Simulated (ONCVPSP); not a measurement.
## Which change was made? (Ru, ONCV)

```json
{"Element": "Ru", "Generator": "ONCVPSP 4.0.1", "Type": "optimised norm-conserving Vanderbilt (ONCV)", "Functional": "LDA (Perdew-Wang 92)", "Relativity": "scalar-relativistic", "Frozen core": "[Ar] 3d10", "Valence charge": "16", "Reference configuration": "4s2 4p6 4d7 5s1", "Partial waves": "4s+5s: rc 1.75 bohr, ncon 3, nbas 7, qcut 7.1 1/bohr, 2 projectors; 4p: rc 1.20 bohr, ncon 4, nbas 8, qcut 6.7 1/bohr, 3 projectors, debl 3.2 Ha; 4d: rc 2.35 bohr, ncon 4, nbas 9, qcut 5.6 1/bohr, 1 projector", "Local potential": "polynomial inside 0.90 bohr (lpopt 5, dvloc0 2 Ha)", "Core correction": "Teter function, fcfact 3, rcfact 1.35"}
```

Cutoffs, loose and tight: the cutoffs (Ha) at which the residual kinetic energy of the hardest occupied pseudo-wave falls to 1 and 0.1 mHa per electron. They do not see the model core or the augmentation charge, which bear on the density cutoff. Test errors are all-electron minus pseudo excitation energies from the reference, over the configurations 4s2 4p6 4d7 5s0; 4s2 4p6 4d6 5s0; 4s2 4p6 4d5 5s0; 4s2 4p6 4d7.5 5s0.5; variants that change the core or the reference have their own tests.

The base gives: outcome: generated; cutoff, loose: 79 Ha; cutoff, tight: 140 Ha; bound ghosts: none; GHOST(+) flags above zero: s, d; largest test error (meV): +47.

(1) After one change the result is: outcome: generated; cutoff, loose: 115 Ha; cutoff, tight: 144 Ha; bound ghosts: none; GHOST(+) flags above zero: s, p, d; largest test error (meV): +79. Which change was it?
A. s: qcut 6.3; p: qcut 5.9; d: qcut 4.9
B. reference 4s2 4p6 4d7; wave 4s+5s: rc 1.75 bohr, ncon 3, nbas 7, qcut 7.1 1/bohr, 2 projectors becomes 4s: rc 1.75 bohr, ncon 3, nbas 7, qcut 7.1 1/bohr, 2 projectors, debl 2.8 Ha
C. p: qcut 10.3

Answers

(1) A. The others give: p: qcut 10.3 → outcome: generated; cutoff, loose: 39 Ha; cutoff, tight: 46 Ha; bound ghosts: none; GHOST(+) flags above zero: s, p, d; largest test error (meV): +46 | reference 4s2 4p6 4d7; wave 4s+5s: rc 1.75 bohr, ncon 3, nbas 7, qcut 7.1 1/bohr, 2 projectors becomes 4s: rc 1.75 bohr, ncon 3, nbas 7, qcut 7.1 1/bohr, 2 projectors, debl 2.8 Ha → outcome: generated, projector energies reset by the program; cutoff, loose: 79 Ha; cutoff, tight: 140 Ha; bound ghosts: none; GHOST(+) flags above zero: s, d; largest test error (meV): +100.
